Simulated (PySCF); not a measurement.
A GIAO shielding run with PySCF 2.14 (density fitting, non-relativistic, gas phase) on `S1[C@H](B(F)F)CC1`, C$_{3}$H$_{5}$BF$_{2}$S:

```
$ OMP_NUM_THREADS=1 python probes_run.py task.json out

{"job": {"kind": "nmr", "xc": "PBE0", "basis": "6-31G*", "pop": true}, "charge": 0, "multiplicity": 1}
F      1.109288    -1.802999     0.742573
B      1.600143    -0.686862     0.220293
F      2.850712    -0.721892    -0.205917
C      0.730753     0.596158     0.088401
C     -0.672745     0.547703     0.704463
C     -1.340504    -0.211355    -0.448464
S      0.018449     0.240169    -1.609479
H      1.280931     1.545514     0.143861
H     -1.088305     1.562349     0.786299
H     -0.739846     0.062090     1.690659
H     -1.378475    -1.299927    -0.297990
H     -2.327525     0.148312    -0.769636
```

Hardware: 1 thread of an Arm Neoverse V1, shared host. The job also computes population analyses, field gradients, ring-centre shieldings.

Problem. How large is the calculation?

Solution. 62 electrons, 112 basis functions and 710 auxiliary functions.

Problem. How long does it take, and how much memory does it need?

Solution. 11 s of wall time, with 12 SCF cycles and 5 response iterations; peak memory 0.63 GiB. Times on a shared host scatter by some tens of per cent.

Problem. And these other runs on the same molecule and hardware: GIAO shielding at B3LYP/pcSseg-1; GIAO shielding at BHandHLYP/pcSseg-1; GIAO shielding at BLYP/pcSseg-1; GIAO shielding at KT3/pcSseg-1; GIAO shielding at LDA/pcSseg-1; GIAO shielding at PBE0/6-31G?

Solution. B3LYP/pcSseg-1: 151 functions, 14 s; BHandHLYP/pcSseg-1: 151 functions, 14 s; BLYP/pcSseg-1: 151 functions, 21 s; KT3/pcSseg-1: 151 functions, 22 s; LDA/pcSseg-1: 151 functions, 17 s; PBE0/6-31G: 77 functions, 7.8 s.
